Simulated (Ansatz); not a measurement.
Basis sets compared for the cluster Be5⁺. Total charge 1; doublet. Geometry PBE/def2-TZVP. Ansatz on 4 threads of Arm Neoverse V1 on a shared host; times are rough, and most runs start from earlier orbitals.

```xyz
5

Be   -0.0509    0.9478    0.7236
Be    0.0944    1.0560   -1.3786
Be   -0.0964   -1.0580    1.3770
Be   -1.0050   -0.4748   -0.4337
Be    1.0580   -0.4710   -0.2881
```

B3LYP takes the VWN-RPA correlation. The structure comes from a short search, and lower isomers may exist.

| level | functions | energy (Eh) | HOMO (eV) | LUMO (eV) | wall time |
| --- | --- | --- | --- | --- | --- |
| PBE/def2-SVP | 45 | -73.0818 | -9.67 | -8.83 | 0.55 s |
| B3LYP/6-31G | 45 | -73.3040 | -9.94 | -8.05 | 0.65 s |
| PBE0/def2-SVP | 45 | -73.0964 | -10.20 | -8.10 | 0.8 s |

**Question.** Estimate the rows for PBE/def2-TZVP, B3LYP/def2-TZVP, PBE0/def2-TZVP.

**Answer.** 
```
          level  functions  energy (Eh)  HOMO (eV)  LUMO (eV)  wall time
  PBE/def2-TZVP         95     -73.1617      -9.66      -8.73      0.9 s
B3LYP/def2-TZVP         95     -73.3218     -10.01      -8.17      2.1 s
 PBE0/def2-TZVP         95     -73.1781     -10.23      -8.00      2.4 s
```
